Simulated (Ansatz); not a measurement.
Consider the ligand exchange at the Si–N bond: `C=N[SiH2]N[SiH3]` + `[NH2][SbH][OH]` → `[OH][SbH][NH][SiH3]` + `C=N[SiH2]N`.

Computed with Ansatz on PBE0-D4/def2-TZVP structures; ΔE is electronic, products minus reactants. CCSD(T)/CBS is the MP2 limit (def2-TZVPP, def2-QZVPP) plus CCSD(T) − MP2 in def2-TZVPP, frozen cores. Functionals use def2-TZVPP. B3LYP here is the variant with VWN-RPA as its local correlation; programs differ in this. def2 core potentials past Kr. For Sb outer-core shells are correlated without core-valence functions, which leaves a few kJ/mol of doubt a bond. Each species was taken in one conformer, which may not be the lowest.

```tsv
level	ΔE (kcal/mol)	difference from CCSD(T)/CBS
PBE-D4	-1.7	0.1
r2SCAN-D4	-1.5	0.3
PBE0-D4	-1.5	0.3
B3LYP-D4	-1.7	0.1
ωB97X-V	-1.5	0.3
ωB97M-V	-1.6	0.2
B2PLYP	-1.8	0.0
PBE	-1.6	0.2
r2SCAN	-1.6	0.2
PBE0	-1.4	0.4
B3LYP	-1.5	0.3
HF/def2-TZVPP	-1.1	0.7
MP2/def2-TZVPP	-2.3	-0.5
SCS-MP2/def2-TZVPP	-2.1	-0.3
CCSD/def2-TZVPP	-1.8	0.0
CCSD(T)/def2-TZVPP	-2.0	-0.2
HF/def2-QZVPP	-1.0	0.8
MP2/def2-QZVPP	-2.2	-0.4
SCS-MP2/def2-QZVPP	-2.0	-0.2
HF/CBS(def2)	-1.0	0.8
MP2/CBS(def2)	-2.2	-0.4
CCSD/CBS(def2)	-1.6	0.2
CCSD(T)/CBS	-1.8	0
```

Largest T1 diagnostic among the species: 0.014.

In def2-TZVPP, CCSD(T) changes the Hartree–Fock value by −0.9 kcal/mol (the triples alone add −0.2 kcal/mol) and MP2 by −1.3 kcal/mol.
